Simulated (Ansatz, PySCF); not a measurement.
Dimer: CH5N (SMILES CN) (first 7 atoms) with H2Se (SMILES [SeH2]); geometry from B3LYP-D3(BJ)/def2-TZVP.
(charge 0, multiplicity 1):
```xyz
10

C      0.42267    -0.08409    -0.17174
N     -0.56393     0.64092     0.62845
H      0.01574    -1.05905    -0.44484
H      1.31075    -0.26231     0.43577
H      0.73303     0.42347    -1.09425
H     -1.41733     0.79590     0.10580
H     -0.21136     1.55010     0.90148
Se    -0.34621    -0.61315     3.48882
H     -0.80197    -1.63994     2.54737
H     -0.22035    -1.60486     4.57807
```

Interaction energies are E(AB) − E(A) − E(B) at the monomers' geometry in the complex; basis-set methods are counterpoise corrected. Rows marked so take none.

Rows in 3-21G carry no dispersion term and start afresh at each structure; the Pople sets are all-electron and without relativity.

Run with Ansatz (a first-principles code); PySCF for 3-21G rows, the dispersion terms. 

Task: Estimate the interaction energy that HF/3-21G (no counterpoise) returns for this input.

Result: -3.2 kcal/mol
